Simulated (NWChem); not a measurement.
System: Si3H7Cl; SMILES [SiH3][SiH]([SiH3])Cl

The following NWChem deck was run.

```
start job
memory heap 200 mb stack 900 mb global 1100 mb
geometry units angstroms noautoz
  Si    -0.061836     0.584225     0.000000
  Si     0.983311    -0.174723    -1.959024
  Si     0.983311    -0.174723     1.959024
  Cl    -2.011416    -0.175355     0.000000
  H     -0.151346     2.077328     0.000000
  H      2.380429     0.357449    -2.023170
  H      0.222201     0.285475    -3.159415
  H      1.029325    -1.668185    -1.941459
  H      0.222201     0.285475     3.159415
  H      2.380429     0.357449     2.023170
  H      1.029325    -1.668185     1.941459
end
basis spherical
  Si library 6-311g**
  Cl library 6-311g**
  H library 6-311g**
end
dft
  xc pbe0
  iterations 150
  mulliken
end
task dft energy
```

Parts of the log:

```
             Northwest Computational Chemistry Package (NWChem) 7.3.0
             --------------------------------------------------------

 CS  symmetry detected

                             Geometry "geometry" -> ""
                             -------------------------

 Output coordinates in angstroms (scale by  1.889725989 to convert to a.u.)

  No.       Tag          Charge          X              Y              Z
 ---- ---------------- ---------- -------------- -------------- --------------
    1 Si                  14.0000    -0.05614354     0.57912775     0.00000000
    2 Si                  14.0000     0.98977333    -0.17875893     1.95902400
    3 Si                  14.0000     0.98977333    -0.17875893    -1.95902400
    4 Cl                  17.0000    -2.00495148    -0.18243090     0.00000000
    5 H                    1.0000    -0.14716916     2.07213911     0.00000000
    6 H                    1.0000     2.38635040     0.35483103     2.02317000
    7 H                    1.0000     0.22819657     0.28066623     3.15941500
    8 H                    1.0000     1.03730333    -1.67217345     1.94145900
    9 H                    1.0000     0.22819657     0.28066623    -3.15941500
   10 H                    1.0000     2.38635040     0.35483103    -2.02317000
   11 H                    1.0000     1.03730333    -1.67217345    -1.94145900

 Effective nuclear repulsion energy (a.u.)     327.7390657579

      Symmetry information
      --------------------

 Group name             Cs
 Group number              2
 Group order               2
 No. of unique centers     7

                                 NWChem DFT Module
                                 -----------------

 Summary of "ao basis" -> "ao basis" (spherical)
 ------------------------------------------------------------------------------
       Tag                 Description            Shells   Functions and Types
 ---------------- ------------------------------  ------  ---------------------
 Si                         6-311g**                12       26   6s5p1d
 Cl                         6-311g**                12       26   6s5p1d
 H                          6-311g**                 4        6   3s1p

      Symmetry analysis of basis
      --------------------------

        a'         87
        a"         59

            General Information
            -------------------
          SCF calculation type: DFT
          Wavefunction type:  closed shell.
          No. of atoms     :    11
          No. of electrons :    66
           Alpha electrons :    33
            Beta electrons :    33
          Charge           :     0
          Spin multiplicity:     1
          Use of symmetry is: on ; symmetry adaption is: on
          Maximum number of iterations: 150
          AO basis - number of functions:   146
                     number of shells:    76
          Convergence on energy requested:  1.00D-06
          Convergence on density requested:  1.00D-05
          Convergence on gradient requested:  5.00D-04

              XC Information
              --------------
                         PBE0 Method XC Functional
                     Hartree-Fock (Exact) Exchange  0.250
          PerdewBurkeErnzerhof Exchange Functional  0.750
            Perdew 1991 LDA Correlation Functional  1.000 local
           PerdewBurkeErnz. Correlation Functional  1.000 non-local

             Grid Information
             ----------------
          Grid used for XC integration:  medium
          Radial quadrature: Mura-Knowles
          Angular quadrature: Lebedev.
          Tag              B.-S. Rad. Rad. Pts. Rad. Cut. Ang. Pts.
          ---              ---------- --------- --------- ---------
          Si                  1.10       88          13.0       590
          Cl                  1.00       88          12.0       590
          H                   0.35       45          14.0       434
          Grid pruning is: on
          Number of quadrature shells:   444
          Spatial weights used:  Erf1

      Superposition of Atomic Density Guess
      -------------------------------------

 Sum of atomic energies:       -1329.48530873

      Non-variational initial energy
      ------------------------------

 Total energy =   -1330.623840
 1-e energy   =   -2493.490733
 2-e energy   =     835.127828
 HOMO         =      -0.286307
 LUMO         =       0.009642

      Symmetry analysis of molecular orbitals - initial
      -------------------------------------------------

  Numbering of irreducible representations:

     1 a'          2 a"

  Orbital symmetries:

     1 a'          2 a'          3 a"          4 a'          5 a'
     6 a'          7 a"          8 a'          9 a'         10 a"
    11 a'         12 a'         13 a"         14 a'         15 a'
    16 a"         17 a"         18 a'         19 a'         20 a"
    21 a'         22 a'         23 a"         24 a'         25 a'
    26 a"         27 a'         28 a'         29 a'         30 a"
    31 a"         32 a'         33 a"         34 a'         35 a'
    36 a'         37 a"         38 a'         39 a"         40 a"
    41 a'         42 a'         43 a"

     ---------------------------------------------
      Total Density - Mulliken Population Analysis
     ---------------------------------------------

[...]
```

Level: PBE0/6-311G** (spherical d). All runs use the structure optimised with PBE0/def2-SVP.
